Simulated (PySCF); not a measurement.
## Working with the constants of HfCl⁻

ROHF-CCSD(T) constants of HfCl⁻, triplet, unpaired electrons π ↑, δ ↑ (Hf def2-TZVPPD with ECP60, Cl def2-TZVPPD; scalar-relativistic core potentials (PySCF 2.14); masses 179.9465 and 34.9689 u):

| Quantity | Value |
| --- | --- |
| ωe | 272.8 cm⁻¹ |
| ωexe | 1.36 cm⁻¹ |
| Be | 0.095968 cm⁻¹ |
| αe | 0.000571 cm⁻¹ |
| D (centrifugal) | 4.75e-08 cm⁻¹ |
| De to Hf (5d2 6s2) + Cl⁻ | 2.02 eV |

(1) Give the vibrational terms G(v) and spacings up to v = 6.

(2) How well does the Morse estimate ωe²/(4ωexe) reproduce De, and what is D0?

Correlated steps freeze 5 core orbitals. These are scalar-relativistic numbers at best; spin–orbit coupling would shift them, the dissociation energy most. For an ion De counts to the pair picked by the measured ionisation energies or electron affinities, which need not be the lowest pair at this level. With d or f electrons several states lie close, and the lowest PBE0 determinant need not be the measured ground state.

## Answers

(1) G(v) = ωe(v+½) − ωexe(v+½)².

```json
{"v": "0", "G(v) (cm⁻¹)": "136", "G(v) − G(v−1)": "", "Bv (cm⁻¹)": "0.09568"}
{"v": "1", "G(v) (cm⁻¹)": "406", "G(v) − G(v−1)": "270", "Bv (cm⁻¹)": "0.09511"}
{"v": "2", "G(v) (cm⁻¹)": "674", "G(v) − G(v−1)": "267", "Bv (cm⁻¹)": "0.09454"}
{"v": "3", "G(v) (cm⁻¹)": "938", "G(v) − G(v−1)": "265", "Bv (cm⁻¹)": "0.09397"}
{"v": "4", "G(v) (cm⁻¹)": "1200", "G(v) − G(v−1)": "262", "Bv (cm⁻¹)": "0.09340"}
{"v": "5", "G(v) (cm⁻¹)": "1459", "G(v) − G(v−1)": "259", "Bv (cm⁻¹)": "0.09283"}
{"v": "6", "G(v) (cm⁻¹)": "1716", "G(v) − G(v−1)": "256", "Bv (cm⁻¹)": "0.09226"}
```

(2) It gives 1.70 eV, 84 % of the computed De. D0 = De − G(0) = 2.02 − 0.02 = 2.00 eV.
